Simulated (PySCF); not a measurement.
A PySCF script (with the pyscf-properties extension) for the NMR shieldings of SMILES [SiH3]N=P12C=CC(C=C1)C=C2, C7H10NPSi, on a GFN2-xTB geometry:

```python
import basis_set_exchange as bse
import numpy as np
from pyscf import gto, dft
from pyscf.prop import nmr

atoms = """
Si    3.492135    0.094231   -0.046101
N     1.990788    0.938751   -0.022349
P     0.539930    0.380600   -0.005915
C    -0.184600   -0.614260   -1.356022
C    -1.480268   -0.840719   -1.207031
C    -2.159984   -0.292107    0.027511
C    -1.960024    1.210032    0.031116
C    -0.722104    1.677232    0.016204
C    -1.447588   -0.850546    1.238937
C    -0.148306   -0.625475    1.354774
H     3.646167   -0.759227   -1.234019
H     3.674747   -0.774007    1.126981
H     4.478440    1.170772   -0.051927
H     0.417393   -0.942482   -2.188302
H    -2.087337   -1.390270   -1.910280
H    -3.219996   -0.547447    0.040432
H    -2.844288    1.828083    0.045038
H    -0.430098    2.714168    0.016697
H    -2.035766   -1.406366    1.953163
H     0.475612   -0.960284    2.168059
"""
names = dict.fromkeys(["Si", "N", "P", "C", "H"], "pcSseg-1")
basis = {el: gto.basis.parse(bse.get_basis(n, elements=[el], fmt="nwchem")) for el, n in names.items()}
mol = gto.M(atom=atoms, basis=basis, charge=0, verbose=0)
mf = dft.RKS(mol, xc="PBE0")
mf.grids.level = 2
mf.grids.alignment = dft.numint.BLKSIZE   # the property module wants whole blocks of grid points
mf.conv_tol = 1e-9
mf.kernel()

calc = nmr.RKS(mf)   # GIAO
C = mf.mo_coeff
Co = C[:, mf.mo_occ > 0]
resp = mf.gen_response(singlet=True, hermi=2)
def vind(x):   # induced exchange potential for any number of trial vectors
    d = np.einsum("pi,xij,qj->xpq", C, 2 * x.reshape(-1, C.shape[1], Co.shape[1]), Co, optimize=True)
    return np.einsum("xpq,pi,qj->xij", resp(d - d.transpose(0, 2, 1)), C, Co, optimize=True).ravel()
mo1, _ = nmr.rhf.solve_mo1(calc, with_cphf=vind)
sigma = calc.kernel(mo1)
for i, s in enumerate(sigma):   # ppm
    w = np.linalg.eigvalsh((s + s.T) / 2)
    print("%2d %-2s iso %8.1f  s11 %8.1f  s22 %8.1f  s33 %8.1f" % (i, mol.atom_pure_symbol(i), w.mean(), *w))
```

Question: What does it print?

Answer: 
```
 0 Si iso    414.8  s11    380.2  s22    381.2  s33    483.2
 1 N  iso    260.4  s11    178.8  s22    296.7  s33    305.8
 2 P  iso    349.7  s11    282.9  s22    298.4  s33    467.7
 3 C  iso     42.4  s11    -68.5  s22     41.7  s33    154.0
 4 C  iso     27.4  s11   -107.5  s22     32.6  s33    157.0
 5 C  iso    135.2  s11     98.4  s22    152.2  s33    154.8
 6 C  iso     28.9  s11   -105.9  s22     32.7  s33    159.8
 7 C  iso     39.2  s11    -73.3  s22     45.6  s33    145.4
 8 C  iso     27.4  s11   -107.5  s22     32.7  s33    157.0
 9 C  iso     42.4  s11    -68.5  s22     41.7  s33    154.0
10 H  iso     26.6  s11     22.8  s22     25.1  s33     31.8
11 H  iso     26.6  s11     22.8  s22     25.1  s33     31.8
12 H  iso     26.7  s11     23.0  s22     24.7  s33     32.3
13 H  iso     24.5  s11     22.4  s22     24.0  s33     27.1
14 H  iso     24.1  s11     22.5  s22     22.8  s33     26.9
15 H  iso     27.1  s11     24.9  s22     25.1  s33     31.2
16 H  iso     24.2  s11     22.6  s22     23.0  s33     27.0
17 H  iso     24.4  s11     22.3  s22     24.0  s33     26.9
18 H  iso     24.1  s11     22.5  s22     22.8  s33     26.9
19 H  iso     24.5  s11     22.4  s22     24.0  s33     27.1
```

These numbers come from an equivalent density-fitted implementation of the same equations, which agrees with the script to about 0.01 ppm for H and up to a few tenths of a ppm for heavy atoms, so last digits may differ.

Question: Turn these shieldings into chemical shifts. Scale: TMS for 29Si (σref 349.16) and 13C (σref 186.93) and 1H (σref 31.72); 15N (σref 267.73) against NH3; 31P (σref 318.38) against H3PO4 (reference shieldings calculated alike).

Answer: Averaging equivalent atoms: Si 0: -65.7; N 1: 7.3; P 2: -31.3; C 4/6/8: 159.0; C 3/7/9: 145.6; C 5: 51.8; H 14/16/18: 7.62; H 13/17/19: 7.24; H 10/11/12: 5.11; H 15: 4.65 ppm. Experimental scales use liquid or dissolved standards, which lie at an offset from isolated NH3 (liquid NH3: subtract about 20 ppm) and H3PO4.

Size and cost of the density-fitted run: 234 basis functions, 37 s wall time on 1 thread of an AMD EPYC 9B45, shared host; peak memory 1.1 GiB.
